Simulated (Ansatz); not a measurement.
```xyz
5

C     0.0492   -0.0039   -1.1115
Cl   -0.0238    0.0320    0.6259
H     0.0162   -1.0678   -1.5142
H    -0.8477    0.5190   -1.4786
H     0.9417    0.5312   -1.4586
```

Basis set: aug-cc-pVDZ (spherical functions). Frozen core: 6 orbitals. Charge 0, multiplicity 1.

Computed with Ansatz (development build ahead of 0.2.0); each method stands on the lowest determinant of its kind that the runs found. Restricted open shells among the atoms or ions are ROHF, correlated in semicanonical orbitals with singles.

The atomization energy at this shape (free ground-state atoms in the same class of orbitals less the molecule, no zero-point energy) of singlet CH₃Cl:

```
 method  atomization energy
RHF-MP2       1550.6 kJ/mol
```

Q: What does RHF give?

A: 1230.8 kJ/mol.
